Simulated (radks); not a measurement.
Species: Tl II. Configuration: [Hg].

Method: scalar-relativistic Kohn-Sham, PBEsol, spin-unpolarised, spherical densities, point nucleus; computed with a radial shooting solver on a logarithmic mesh with Libxc functionals.

Energy parts (hartree):
total: -20240.2803
kinetic: 22803.7049
electron-nucleus: -50469.8549
Hartree: 7798.5492
exchange-correlation: -372.6796

Orbitals (lengths in bohr, moments of r in powers of bohr):
orbital	occ.	eigenvalue (hartree)	<r^2>
1s	2	-3146.346	0.0003687
2s	2	-560.4288	0.005604
2p	6	-482.0249	0.004756
3s	2	-133.9672	0.03608
3p	6	-111.4081	0.03729
3d	10	-88.05099	0.03089
4s	2	-30.09571	0.1731
4p	6	-22.70221	0.1983
4d	10	-14.04408	0.2234
5s	2	-5.08444	0.8617
4f	14	-4.46088	0.2629
5p	6	-3.06533	1.147
5d	10	-0.83724	2.244
6s	2	-0.60186	6.395
6p	0	-0.29974	11.99

The highest occupied level is 6s at -16.377 eV. Summed over all electrons, <r^2> = 51.93 bohr^2, which gives a Langevin (diamagnetic) susceptibility term of -41.1 x 10^-6 cm^3/mol.
